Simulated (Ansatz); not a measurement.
C2H7BFNSi (`B[SiH](F)CC=N`), relaxed with RKS PBE0-D4/def2-TZVP in Ansatz 0.2.0 from a PBE-D4/def2-SVP geometry. The force threshold is 0.005 eV/Å; the program also tests the step.

Charge 0, multiplicity 1.

Start:

```xyz
13

B     0.891   -2.487    0.478
Si   -0.339   -0.903    0.519
F    -0.706   -0.416    2.055
C     0.496    0.581   -0.348
C    -0.379    1.799   -0.326
N    -1.026    2.175   -1.366
H     1.185   -2.968   -0.601
H     1.390   -2.978    1.472
H    -1.648   -1.197   -0.168
H     1.461    0.777    0.167
H     0.695    0.283   -1.399
H    -0.436    2.317    0.663
H    -1.586    3.017   -1.145
```

How much energy does the relaxation release, and in how many steps? (An estimate is asked.)

The calculation gave: 1.82 kcal/mol, in 12 steps.

Which bonds change most? (Estimate.)

Ansatz gave: Si2–F3 from 1.652 to 1.611 Å; Si2–C4 from 1.911 to 1.886 Å; B1–H7 from 1.218 to 1.197 Å; B1–H8 from 1.215 to 1.195 Å.

Give the relaxed structure. (An estimate is asked.)

Ansatz gave: 
```xyz
13

B     0.881   -2.488    0.468
Si   -0.309   -0.875    0.528
F    -0.648   -0.415    2.035
C     0.499    0.594   -0.336
C    -0.381    1.794   -0.328
N    -1.038    2.138   -1.352
H     1.217   -2.916   -0.597
H     1.277   -3.054    1.442
H    -1.610   -1.176   -0.130
H     1.446    0.807    0.170
H     0.705    0.296   -1.368
H    -0.435    2.333    0.627
H    -1.603    2.964   -1.160
```
